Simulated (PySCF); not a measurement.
CH7AlP2.

```xyz
11

Al     0.3406    -0.1512    -0.1385
C      2.1275    -0.6705    -0.7698
H      2.0792    -1.6405    -1.2985
H      2.8500    -0.7870     0.0554
H      2.5382     0.0619    -1.4862
P     -0.2644    -0.4257     2.1065
H      0.2471    -1.7542     2.2107
H     -1.6100    -0.8237     1.8523
P     -1.0805     1.1045    -1.5124
H     -2.2800     0.4272    -1.1431
H     -0.8449     0.3221    -2.6828
```

Geometry: TPSSh-D3(BJ)/def2-SVP. The structure was generated by enumeration; whether it is a known compound was not checked. The values are those of a single conformer.

Method: PBE/pcSseg-1 (PySCF). Non-relativistic, no solvent.

Computed absolute GIAO shielding of each atom: isotropic value and principal components (ppm):
```csv
atom,σ(iso),σ11,σ22,σ33,span
Al1,194.2,120.9,131.8,329.9,209.0
C2,181.9,168.4,183.6,193.6,25.2
H3,31.3,28.0,28.3,37.7,9.7
H4,30.9,26.6,28.9,37.0,10.5
H5,30.9,26.7,28.8,37.1,10.4
P6,563.1,516.3,560.6,612.4,96.1
H7,29.6,25.0,26.8,36.9,11.9
H8,29.6,24.8,27.4,36.7,11.9
P9,564.1,516.7,562.9,612.8,96.1
H10,29.6,24.8,27.4,36.7,11.9
H11,29.6,25.0,26.9,36.9,11.9
```
